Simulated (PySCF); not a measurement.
BeCl2 (SMILES [Cl][Be][Cl]), singlet, geometry from GFN2-xTB (such geometries of metal compounds can be far from the true shape); WB97X-V/cc-pVDZ run with PySCF.

The PySCF input:
```python
from pyscf import gto, scf, dft

mol = gto.Mole()
mol.atom = '''
    Be    0.000000    0.000000    0.000000
    Cl    0.000000    0.000000    1.762966
    Cl   -0.000000   -0.000000   -1.762966
'''
mol.basis = 'cc-pvdz'
mol.charge = 0
mol.spin = 0
mol.verbose = 4
mol.build()

mf = dft.RKS(mol)
mf.xc = 'wb97x_v'
mf.grids.atom_grid = (99, 590)
mf.grids.prune = None
mf.kernel()
```

**Question.** What does PySCF print? Leave out banner, timings and long lists.

**Answer.** 
```
PySCF version 2.14.0

[INPUT] verbose = 4
[INPUT] num. atoms = 3
[INPUT] num. electrons = 38
[INPUT] charge = 0
[INPUT] spin (= nelec alpha-beta = 2S) = 0
[INPUT] symmetry False subgroup None
[INPUT] Mole.unit = angstrom
[INPUT] Symbol           X                Y                Z      unit          X                Y                Z       unit  Magmom
[INPUT]  1 Be     0.000000000000   0.000000000000   0.000000000000 AA    0.000000000000   0.000000000000   0.000000000000 Bohr   0.0
[INPUT]  2 Cl     0.000000000000   0.000000000000   1.762966000000 AA    0.000000000000   0.000000000000   3.331522906920 Bohr   0.0
[INPUT]  3 Cl     0.000000000000   0.000000000000  -1.762966000000 AA    0.000000000000   0.000000000000  -3.331522906920 Bohr   0.0

nuclear repulsion = 84.1957290515302
number of shells = 15
number of NR pGTOs = 108
number of NR cGTOs = 50
basis = cc-pvdz
ecp = {}

******** <class 'pyscf.dft.rks.RKS'> ********
method = RKS
initial guess = minao
damping factor = 0
level_shift factor = 0
DIIS = <class 'pyscf.scf.diis.CDIIS'>
diis_start_cycle = 1
diis_space = 8
diis_damp = 0
SCF conv_tol = 1e-09
SCF conv_tol_grad = None
SCF max_cycles = 50
direct_scf = True
direct_scf_tol = 1e-13
XC library pyscf.dft.libxc version 7.1.2
    S. Lehtola, C. Steigemann, M. J. T. Oliveira, and M. A. L. Marques,  SoftwareX 7, 1–5 (2018)
XC functionals = wb97x_v
    N. Mardirossian and M. Head-Gordon,  Phys. Chem. Chem. Phys. 16, 9904–9924 (2014)
radial grids:
    Treutler-Ahlrichs [JCP 102, 346 (1995); DOI:10.1063/1.469408] (M4) radial grids

becke partition: Becke, JCP 88, 2547 (1988); DOI:10.1063/1.454033
pruning grids: None
grids dens level: 3
symmetrized grids: False
atomic radii adjust function: <function treutler_atomic_radii_adjust>
User specified grid scheme (99, 590)
** Following is NLC and NLC Grids **
NLC functional = wb97x_v
radial grids:
    Treutler-Ahlrichs [JCP 102, 346 (1995); DOI:10.1063/1.469408] (M4) radial grids

becke partition: Becke, JCP 88, 2547 (1988); DOI:10.1063/1.454033
pruning grids: <function nwchem_prune>
grids dens level: 3
symmetrized grids: False
atomic radii adjust function: <function treutler_atomic_radii_adjust>
small_rho_cutoff = 0
Set gradient conv threshold to 3.16228e-05
Initial guess from minao.
tot grids = 175232
tot grids = 51488
init E= -935.431461345606
  HOMO = -0.453307368653819  LUMO = -0.0183096929410533  gap/eV = 11.83689
cycle= 1 E= -935.123577617758  delta_E= 0.308  |g|= 0.295  |ddm|= 1.54
  HOMO = -0.421510225803264  LUMO = 0.0609784619922054  gap/eV = 13.12919
cycle= 2 E= -935.150625128456  delta_E= -0.027  |g|= 0.179  |ddm|= 0.523
  HOMO = -0.440319218902894  LUMO = 0.0727917046471545  gap/eV = 13.96246
cycle= 3 E= -935.160014752104  delta_E= -0.00939  |g|= 0.0212  |ddm|= 0.18
  HOMO = -0.438844943927899  LUMO = 0.0733111912624811  gap/eV = 13.93648
cycle= 4 E= -935.160385307024  delta_E= -0.000371  |g|= 0.00324  |ddm|= 0.0415
  HOMO = -0.438420074309027  LUMO = 0.0731970163237659  gap/eV = 13.92181
cycle= 5 E= -935.160396080185  delta_E= -1.08e-05  |g|= 0.000802  |ddm|= 0.00815
  HOMO = -0.438669110914973  LUMO = 0.0730371594476869  gap/eV = 13.92424
cycle= 6 E= -935.160396427993  delta_E= -3.48e-07  |g|= 0.000223  |ddm|= 0.0014
  HOMO = -0.438648460963681  LUMO = 0.0730705041234871  gap/eV = 13.92458
cycle= 7 E= -935.160396453952  delta_E= -2.6e-08  |g|= 2.1e-05  |ddm|= 0.000459
  HOMO = -0.438647115296388  LUMO = 0.0730720822619617  gap/eV = 13.92459
cycle= 8 E= -935.160396454267  delta_E= -3.15e-10  |g|= 2.79e-06  |ddm|= 6.03e-05
  HOMO = -0.438647739442814  LUMO = 0.073071832161322  gap/eV = 13.92460
Extra cycle  E= -935.160396454271  delta_E= -4.77e-12  |g|= 8.41e-07  |ddm|= 6.4e-06
converged SCF energy = -935.160396454271
```
